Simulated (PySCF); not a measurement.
**How the method changes the constants of AsS⁺**

State: ¹Σ⁺ (singlet), closed shell. Set-up: As cc-pVDZ-PP with ECP10, S cc-pV(D+d)Z; scalar-relativistic core potentials (PySCF 2.14). De refers to As⁺ + S in their high-spin ground configurations, without counterpoise correction. A positive dipole points towards S; it is taken about the centre of mass and depends on that origin.

```tsv
Level	Re (Å)	ωe (cm⁻¹)	De (eV)	μ (D)
RHF	1.905	764	2.88	-0.81
RHF-MP2	1.984	603	5.73	n/a
RHF-SCS-MP2	1.978	615	5.51	n/a
RHF-CCSD	1.958	668	5.12	n/a
RHF-CCSD(T)	1.977	626	5.48	n/a
PBE	1.972	638	6.35	-0.34
r²SCAN	1.950	669	6.07	-0.33
TPSSh	1.952	667	5.90	-0.40
PBE0	1.942	688	5.80	-0.47
B97-3	1.949	678	5.85	-0.59
M06-2X	1.934	708	5.46	-0.52
ωB97X	1.923	725	5.79	-0.67
```

Which functional lies closest to RHF-CCSD(T) in De, which farthest, and by how much do they differ from it?

Closest is M06-2X (-4.3 pm in Re, +13.1 % in ωe, -0.02 eV in De against RHF-CCSD(T) in the same basis), farthest PBE (-0.5 pm in Re, +1.9 % in ωe, +0.87 eV in De). CCSD(T) converges more slowly with the basis than the functionals do and binds too weakly in this one, so the order can change at the basis-set limit.

What does the step from GGA to meta-GGA do here, going from PBE to r²SCAN?

r²SCAN less PBE: -2.2 pm in Re, +4.9 % in ωe, -0.28 eV in De. 

What does the triples do here, going from RHF-CCSD to RHF-CCSD(T)?

RHF-CCSD(T) less RHF-CCSD: +1.9 pm in Re, -6.3 % in ωe, +0.36 eV in De. Correlation nearly always deepens the well. The bond lengthens, as in strong covalent bonds, where excitations into antibonding orbitals dominate.

Correlated steps freeze 9 core orbitals. Correlated levels converge slowly with the basis: in double zeta they bind strong bonds too weakly, by up to about 1 eV, and carry superposition errors of some tenths. For an ion De counts to the pair picked by the measured ionisation energies or electron affinities, which need not be the lowest pair at this level. Where the molecule has an RHF reference, its open-shell atoms are computed with UHF. The CCSD T1 diagnostic is raised, a sign that a single reference may not be enough here.
